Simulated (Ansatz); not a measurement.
A nudged elastic band was laid between two geometries of Cl2FHSi + H4OSi (11 atoms, charge 0, multiplicity 1).

The calculation used Ansatz, RKS B3LYP/cc-pVDZ.

| Property | Result |
| --- | --- |
| movable images | 7 |
| climbing image | yes |
| spring | 5.0 eV/Å² |
| optimiser | quadratic models (default) |
| start path | through a guess of the saddle point |
| force threshold | 0.05 eV/Å |
| iteration limit | 60 |
| end points | relaxed |

Image 0:

```xyz
11
Properties=species:S:1:pos:R:3
Si -0.295 1.596 -2.068
F 0.770 1.494 -0.813
Cl -0.502 -0.283 -2.885
Cl -2.085 2.294 -1.334
H 0.275 2.537 -3.051
H 0.320 0.389 0.789
O -0.314 -0.243 1.161
Si 0.330 -1.627 1.883
H 1.221 -2.391 0.948
H 1.125 -1.302 3.113
H -0.845 -2.464 2.256
```

Image 8:

```xyz
11
Properties=species:S:1:pos:R:3
Si -0.595 0.684 -1.180
F 2.144 1.799 -0.146
Cl 0.281 -0.228 -2.822
Cl -2.608 0.140 -1.123
H -0.478 2.150 -1.268
H 1.589 1.144 0.235
O 0.133 0.129 0.225
Si -0.087 -1.197 1.299
H -0.235 -2.453 0.511
H 1.148 -1.223 2.131
H -1.293 -0.945 2.136
```

**Question.** Which bonds break or form, and what moves?

**Answer.** Bonds broken: Si1–F2, H6–O7. Bonds formed: Si1–O7, F2–H6. Cl2FHSi + H4OSi becomes Cl2H4OSi2 + FH.

**Question.** What energy profile does the band end with?

**Answer.** The run converged. The highest image is number 6 of 0 to 8, 0.87 eV above the first end and 0.69 eV above the last; the last end lies 0.18 eV above the first. A vibrational analysis at the climbing image gives one clearly imaginary mode, 718i cm⁻¹: a first-order saddle point. The orbitals stay closed-shell, which can raise the energy where a bond breaks towards radicals; this wasn't checked here.

| image | path coordinate (Å) | energy (eV) | Si1–F2 (Å) | H6–O7 (Å) | Si1–O7 (Å) |
| --- | --- | --- | --- | --- | --- |
| 0 | 0.00 | 0.00 | 1.65 | 0.97 | 3.72 |
| 1 | 1.17 | 0.01 | 1.65 | 0.97 | 3.49 |
| 2 | 2.35 | 0.05 | 1.64 | 0.97 | 3.35 |
| 3 | 3.52 | 0.09 | 1.63 | 0.97 | 3.23 |
| 4 | 4.69 | 0.11 | 1.65 | 0.97 | 2.88 |
| 5 | 5.87 | 0.49 | 1.69 | 0.97 | 2.08 |
| 6 | 7.04 | 0.87 | 1.94 | 1.15 | 1.81 |
| 7 | 7.78 | 0.27 | 2.62 | 1.65 | 1.69 |
| 8 | 8.53 | 0.18 | 3.13 | 1.77 | 1.68 |

**Question.** What is the geometry of the highest image?

**Answer.** 
```xyz
11
Properties=species:S:1:pos:R:3:forces:R:3
Si -0.230 0.902 -1.165 0.00 0.00 -0.01
F 1.546 1.569 -0.743 0.00 0.00 0.00
Cl 0.489 -0.011 -2.892 0.01 0.01 0.00
Cl -2.167 -0.040 -1.014 -0.01 0.00 0.01
H -0.678 2.305 -1.212 0.00 0.00 0.00
H 1.299 0.770 0.159 -0.01 -0.01 0.01
O 0.358 0.150 0.370 0.00 0.00 -0.01
Si -0.096 -1.173 1.418 0.00 0.00 0.00
H -0.280 -2.394 0.594 0.00 0.00 0.00
H 1.079 -1.295 2.326 0.00 0.00 0.00
H -1.321 -0.784 2.160 0.00 0.00 0.00
```

**Question.** What are the harmonic wavenumbers there?

**Answer.** 718i, 39, 110, 114, 145, 201, 233, 311, 382, 472, 521, 562, 670, 691, 743, 770, 918, 940, 945, 961, 1021, 1036, 2004, 2237, 2261, 2274, 2293 cm⁻¹.

Time of the run: 13 min on 4 threads of Arm Neoverse N1 (shared host), peak memory 0.39 GiB.
